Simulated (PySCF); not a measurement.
NMR parameters of [BCl4]-

[BCl4]-, point group Td.

Geometry:
```
atom   x (Å)   y (Å)   z (Å)
  B1   0.000   0.000   0.000
 Cl2   0.010  -0.020   1.864
 Cl3   1.753   0.011  -0.630
 Cl4  -0.886   1.526  -0.601
 Cl5  -0.878  -1.517  -0.634
```

Total charge -1.

GIAO calculations in PySCF 2.14.0 with density-fitted response routines on the PBE0-D3(BJ)/def2-SVP structure: isolated species, non-relativistic, equivalent atoms averaged; basis pcSseg-1.

Q: Give the isotropic shieldings (ppm) with PBE0, wB97X-D.

A: 
| atoms | environment | PBE0 | wB97X-D |
| --- | --- | --- | --- |
| Cl2/Cl3/Cl4/Cl5 | chlorine bonded to B | 789 | 795 |
| B1 | boron bonded to 4 Cl | 89.1 | 91.6 |
| HOMO–LUMO gap (eV) | – | 10.20 | 13.94 |

Q: And the chemical shifts, against references computed in the same way?

A: 
```csv
atoms,"nucleus, reference",PBE0,wB97X-D
Cl2/Cl3/Cl4/Cl5,"35Cl, HCl",154,145
B1,"11B, BF3·OEt2",11.6,10.1
```

Q: Which part of the shielding of Cl2/Cl3/Cl4/Cl5 depends on the functional?

A: Diamagnetic: PBE0 1147, wB97X-D 1147 ppm; paramagnetic: PBE0 -358, wB97X-D -352 ppm. The diamagnetic part, set mainly by inner electrons, hardly moves; the paramagnetic part goes with low-lying magnetically allowed excitations and carries the spread.
